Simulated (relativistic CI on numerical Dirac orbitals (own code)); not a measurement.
One change at a time: Hf70+

Base calculation: Dirac-Coulomb-Breit CI, separate exchange-only KLI orbitals for each configuration, model QED (radiative potential, 1s self-energy scaled to tabulated hydrogen-like ionisation energies), unscaled Slater integrals.

Configuration list: 1s², 1s2s, 1s2p, 1s3s, 1s3p, 1s3d, 1s4s, 1s4p, 1s4d, 1s4f, 1s5s, 1s5p, 1s5d, 1s5f, 1s5g, 1s6s, 1s6p, 1s6d, 2s². Levels of other configurations are missing.

Variants: (1) QED terms removed; (2) configuration mixing switched off. Shifts of the energy above 1s² ¹S0, in eV, for the lowest level and the first level of each name with at least 55 % of one term (blank where a level changes its place among those of its configuration and J or its character, or is not in the variant):

| Level | Base | Δ(1) | Δ(2) |
| --- | --- | --- | --- |
| 1s² ¹S0 | 0.0 | 0.0 | 0.0 |
| 1s2s ³S1 | 55578.6 | +91.7 | -0.4 |
| 1s2p ³P°1 | 55690.0 | +109.2 | -0.4 |
| 1s2s ¹S0 | 55722.7 | +91.6 | 0.0 |
| 1s2p ³P°0 | 55724.8 | +109.2 | -0.3 |
| 1s2p ³P°2 | 57081.4 | +107.8 | -0.4 |
| 1s2p ¹P°1 | 57130.1 | +107.8 | -0.4 |
| 1s3s ³S1 | 66309.3 | +105.4 | -0.4 |
| 1s3p ³P°1 | 66339.1 | +110.6 | -0.4 |
| 1s3s ¹S0 | 66347.7 | +105.3 | -0.7 |
| 1s3p ³P°0 | 66348.2 | +110.6 | -0.5 |
| 1s3p ³P°2 | 66753.3 | +110.2 | -0.4 |
| 1s3d ³D2 | 66763.0 | +111.1 | -0.4 |
| 1s3d ³D1 | 66766.8 | +111.1 | -0.4 |
| 1s3p ¹P°1 | 66767.8 | +110.2 | -0.5 |
| 1s3d ³D3 | 66882.7 | +110.9 | -0.4 |
| 1s3d ¹D2 | 66885.5 | +110.9 | -0.4 |
| 1s4s ³S1 | 69992.0 | +108.8 | -0.4 |
| 1s4p ³P°1 | 70004.0 | +110.9 | -0.5 |
| 1s4s ¹S0 | 70007.6 | +108.7 | -0.7 |
| 1s4p ³P°0 | 70007.7 | +110.9 | -0.5 |
| 1s4p ³P°2 | 70177.6 | +110.7 | -0.4 |

At this charge energies of transitions that change n are usually good to better than 1 %, and those within a shell (Δn = 0) to a few per cent.

Ionisation energy from the two ground configurations alone: base 74561.8 eV; QED terms removed 74673.2 eV. The NIST ASD value (theoretical) is 74565.9 eV.

LS names give the leading component of a level, which can be under half, so a name can repeat, a term be missing and a line seem to break the LS rules.
